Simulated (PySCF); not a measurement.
Bromodifluoroacetonitrile, C2BrF2N.
Structure used (PBE0-D3(BJ)/def2-TZVP), in Å, numbered top down from 1:
```xyz
6
C2BrF2N angstrom
N      2.0602    0.7668   -0.0558
C      1.0058    0.3150   -0.0299
C     -0.3466   -0.2577    0.0011
F     -0.5459   -1.0221   -1.0710
F     -0.4999   -1.0114    1.0885
Br    -1.6467    1.1758    0.0211
```

Method used: PBE0-D3(BJ)/def2-TZVP geometry optimisation, gas phase (PySCF 2.14.0).

Masses are those of the commonest isotopes; rigid-rotor values at the optimised geometry. 

Problem. Give the principal moments of inertia and the rotational constants in cm⁻¹.

Solution. Ia = 145.79, Ib = 288.66, Ic = 345.81 u·Å²; 505379 MHz·u·Å²/I gives 3466, 1751 and 1461 MHz, that is A = 0.11563, B = 0.05840, C = 0.04875 cm⁻¹.

Problem. What kind of rotor is it?

Solution. An asymmetric top. Ray's parameter κ = (2B − A − C)/(A − C) = -0.711; −1 is the prolate and +1 the oblate limit.

Problem. Is it planar, by Δ = Ic − Ia − Ib?

Solution. Not planar: Δ = Ic − Ia − Ib = -88.64 u·Å². For a rigid frame Δ = −2 Σ m c², so Σ m c² = 44.32 u·Å² lies off the ab plane. The atom farthest from that plane is 1.08 Å away.

Problem. Give the other two planar moments, Paa and Pbb, and the rms extents of the mass along the axes.

Solution. Paa = Σ m a² = (Ib + Ic − Ia)/2 = 244.34 and Pbb = Σ m b² = (Ia + Ic − Ib)/2 = 101.47 u·Å². With the mass M = 154.92 u, the rms extents √(P/M) along a, b and c are 1.26, 0.81, 0.53 Å.

Problem. List the rotational levels J(Ka,Kc) to J = 5 (MHz).

Solution. Above 0(0,0):
J = 1: 1(0,1) 3212, 1(1,1) 4928, 1(1,0) 5217
J = 2: 2(0,2) 9603, 2(1,2) 11063, 2(1,1) 11931, 2(2,1) 17078, 2(2,0) 17112
J = 3: 3(0,3) 19108, 3(1,3) 20246, 3(1,2) 21979, 3(2,2) 26715, 3(2,1) 26880, 3(3,1) 36036, 3(3,0) 36039
J = 4: 4(0,4) 31645, 4(1,4) 32456, 4(1,3) 35332, 4(2,3) 39537, 4(2,2) 40014, 4(3,2) 48946, 4(3,1) 48963, 4(4,1) 61913, 4(4,0) 61914
J = 5: 5(0,5) 47139, 5(1,5) 47670, 5(1,4) 51943, 5(2,4) 55524, 5(2,3) 56568, 5(3,3) 65099, 5(3,2) 65166, 5(4,2) 78049, 5(4,1) 78051, 5(5,1) 94723, 5(5,0) 94723
The levels of one J sum to (2J + 1)J(J + 1)(A + B + C)/3.

Problem. Which lines would a microwave search look for?

Solution. The dipole components are |μa| = 1.55 D, |μb| = 0.99 D, |μc| = 0.00 D; the mirror of this Cs structure is the ab plane, so μc vanishes by symmetry and there are no c-type lines. The squared components, which scale the intensities, stand as 1.00 : 0.41 (a : b). Some lines, for components of 0.1 D or more:

```tsv
type	branch	J(Ka,Kc)	MHz	lower level (cm⁻¹)
a	Q	2(1,1) ← 2(1,2)	868	0.369
b	Q	1(1,0) ← 1(0,1)	2005	0.107
b	Q	2(1,1) ← 2(0,2)	2328	0.320
a	R	1(0,1) ← 0(0,0)	3212	0.000
b	R	2(0,2) ← 1(1,1)	4675	0.164
b	R	1(1,1) ← 0(0,0)	4928	0.000
b	Q	2(2,0) ← 2(1,1)	5180	0.398
b	Q	2(2,1) ← 2(1,2)	6015	0.369
a	R	2(1,2) ← 1(1,1)	6135	0.164
a	R	2(0,2) ← 1(0,1)	6391	0.107
a	R	2(1,1) ← 1(1,0)	6714	0.174
b	R	2(1,2) ← 1(0,1)	7851	0.107
b	R	2(2,1) ← 1(1,0)	11861	0.174
b	R	2(2,0) ← 1(1,1)	12184	0.164
```

Problem. Estimate the classical rotational partition function at 25 K, 50 K and 100 K.

Solution. Point group Cs, symmetry number σ = 1; q = (√π/σ)·√((kT/h)³/(ABC)), k/h = 20836.6 MHz/K: 7080 at 25 K, 20000 at 50 K, 56600 at 100 K.

No frequency check. No vibrational averaging or centrifugal distortion is included, and the geometry carries the error of its method. Quadrupole hyperfine structure (14N, 79Br) is left out.

The run took 1.9 min wall on an Arm Neoverse V2 with one thread, shared host with 192 logical CPUs at a one-minute load of 121, and the process peaked at 0.89 GiB of memory. This is the geometry optimisation.
